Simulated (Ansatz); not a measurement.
Ideal-gas functions of BrCl₂GeH, SMILES `[Cl][GeH]([Cl])[Br]` at 800 K and 1 bar, from an Ansatz frequency run at PBE0-D4/def2-TZVP.

Molar mass 224.43 g/mol, point group Cs (symmetry number 1), electronic degeneracy 1, moments of inertia 240.97, 426.402, 606.95 u Å². Harmonic wavenumbers (cm⁻¹, unscaled): 116, 132, 166, 317, 432, 449, 694, 701, 2208.

Use S(trans) = R[1.5 ln M + 2.5 ln T − 1.1517]; rotational temperatures θ = 24.2544 K / I; S(rot) = R[ln(√π/σ · √(T³/θAθBθC)) + 1.5]; for each mode x = 1.438777 ν̃/T, S = R[x/(eˣ − 1) − ln(1 − e⁻ˣ)] and H = RT x/(eˣ − 1); 1 cm⁻¹ = 0.0119627 kJ/mol; R = 8.31446 J/(mol·K).

Task: By hand: the entropy, in J/(mol·K).

Result: Translation 196.9. Rotation: θ = 0.1007, 0.0569, 0.04 K, giving 135.4. Vibration, mode by mode: 21.36, 20.29, 18.40, 13.10, 10.62, 10.31, 6.99, 6.92, 0.79, in all 108.8. Electronic 0.0. Sum 441.1 J/(mol·K).

Task: By hand: H − E and G − E in kJ/mol, counted from the electronic energy.

Result: Zero-point energy ½ × 5215 × 0.0119627 = 31.2; thermal vibration 38.4; translation, rotation and pV give 4 RT = 26.6. H − E = 96.2 kJ/mol, and G − E = 96.2 − 800 × 441.1/1000 = -256.7 kJ/mol.

Vibration gives 25 % of the entropy, 41.7 J/(mol·K) of it from the modes under 150 cm⁻¹: soft modes count most, and the harmonic formula is weakest for them.
